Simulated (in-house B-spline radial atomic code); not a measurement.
**Ionising Pd VII (Pd6+) with different functionals**

Computed with a radial B-spline atomic code at the basis-set limit: non-relativistic Hamiltonian, point nucleus, spin-polarised at highest spin, spherical fractional occupations for the functionals, the average over the highest-spin determinants for Hartree-Fock. The ionisation energy is the difference of two self-consistent energies, [Kr] 4d4 → [Kr] 4d3, without Breit or QED terms; ε is the level of the shell that loses the electron (its least bound occupied spin orbital). There is no spin-orbit coupling in this Hamiltonian.

Hybrids are left out here: with spherical fractional occupations of an open shell their exact exchange keeps a self-interaction that integer-occupation calculations don't have.

```tsv
method	rung	ΔSCF (eV)	-ε(4d) (eV)
Hartree-Fock	Hartree-Fock	?	?
LDA VWN5	LDA	103.57	94.37
LDA PW92	LDA	103.56	94.36
LDA exchange-only	LDA	102.00	92.85
PBE	GGA	103.55	94.36
PBEsol	GGA	103.49	94.30
BLYP	GGA	103.27	94.06
RPBE	GGA	103.53	94.34
PW91	GGA	103.62	94.43
BP86	GGA	103.54	94.35
AM05	GGA	103.45	94.25
OLYP	GGA	?	?
TPSS	meta-GGA	103.54	94.36
SCAN	meta-GGA	103.92	94.84
r2SCAN	meta-GGA	103.99	94.91
M06-L	meta-GGA	103.88	94.75
revTPSS	meta-GGA	103.48	94.31
```

Task: What does Hartree-Fock give?

Result: ΔSCF 102.70 eV, and -ε(4d) = 103.61 eV.

Task: What does OLYP give?

Result: ΔSCF 103.99 eV, and -ε(4d) = 94.76 eV.

Task: How do they compare with the NIST value?

Result: NIST lists 101 eV ± 2 (tabulated theory, ground level to ground level). Errors run from +1.00 to +2.99 eV; all lie within about twice that uncertainty, so the table can't rank the methods. Hartree-Fock also lacks correlation.
